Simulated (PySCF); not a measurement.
# Te: excitation energy

Te [Kr] 4d10 5s2 5p4 (3P) → Te [Kr] 4d10 5s1 5p5 (3P), as a difference of total energies. All numbers are calculated (PySCF 2.14, the spin-free X2C one-electron Hamiltonian (Gaussian nucleus), in ANO-RCC-VTZP). Correlated levels: valence: [Kr] 4d10 frozen; valence and next inner shell: [Ar] 3d10 frozen. The calculations carry no spin-orbit coupling.

```csv
method,excitation energy (eV)
UHF,9.984
LDA,9.239
PBE,9.147
PBE0,9.386
r2SCAN,9.227
BHandHLYP,9.653
HSE06,9.388
M06-2X,9.153
MP2 (valence),9.235
SCS-MP2 (valence),9.136
MP2 (valence and next inner shell),9.308
SCS-MP2 (valence and next inner shell),9.190
```

How much does correlation contribute at MP2 (valence and next inner shell)?

9.308 − (9.984) = -0.676 eV, measured against UHF.

A first-order spin-orbit estimate (lowest level to lowest level, LS coupling) adds -0.026 eV.

The upper state lies above the first ionisation limit, where it may autoionise and the basis confines it.
